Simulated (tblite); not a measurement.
**Question.** Write Cartesian coordinates for InChI=1S/C6H7N2/c1-4-5(2)6(7)8-3/h7H,1-3H2/b7-6- as optimised with GFN2-xTB. (Doublet state.)

**Answer.** 
```xyz
15
C6H7N2 angstrom
C     -1.501   -1.684    0.351
C     -0.741   -0.580    0.021
C     -1.188    0.450   -0.733
C     -1.597    1.436   -1.452
C      0.666   -0.513    0.505
N      1.142   -1.479    1.171
N      1.300    0.686    0.306
C      2.082    1.046   -0.598
H     -1.062   -2.455    0.953
H     -2.517   -1.778    0.016
H     -1.500    1.454   -2.531
H     -2.073    2.309   -1.021
H      2.103   -1.348    1.478
H      2.521    2.034   -0.537
H      2.358    0.431   -1.458
```

Orientation and origin are arbitrary. Atoms count from 1 in this order. C5 (carbon bonded to C and 2 N) is planar (angles 124.7°, 119.5° and 115.4°, sum 359.6°, 0.05 Å off the plane of its three neighbours). C4 (carbon bonded to C and 2 H) is planar (angles 122.7°, 122.4° and 115.0°, sum 360.0°, 0.00 Å off the plane of its three neighbours). Of the pairs four or more bonds apart, N6···H9 is among the closest relative to their van der Waals radii: 2.42 Å, 88 % of the sum of Bondi's values. The C–C distances run from 1.287 Å (C3=C4, drawn double) to 1.490 Å (C2–C5, drawn single), a spread of 0.203 Å.

Bonds between heavy atoms (Å): C1–C2 1.381, C2=C3 1.352, C3=C4 1.287, C2–C5 1.490, C5=N6 1.266, C5–N7 1.371, N7=C8 1.248.

The geometry is computed with GFN2-xTB (gas phase). This method treats the open shell by occupation alone, without spin polarisation.

Point group: C1 (no symmetry element, even within 0.4 Å). Its lowest GFN2-xTB frequency is 15 cm⁻¹, too small to tell a flat minimum from a shallow saddle. Torsions: H–C1–C2–C3 180° and 0°, C1–C2–C5–N6 2°, C2–C5–N7–C8 -98°. 3 starts were optimised and ended at 0.00, 0.05 and 0.11 kcal/mol (GFN2-xTB); the lowest of these is shown.

The run took 0.9 s on one thread of an Arm Neoverse V2, shared host with 96 logical CPUs at a one-minute load of 86. That covers the optimisation of the geometry.

One conformer stands for the species.
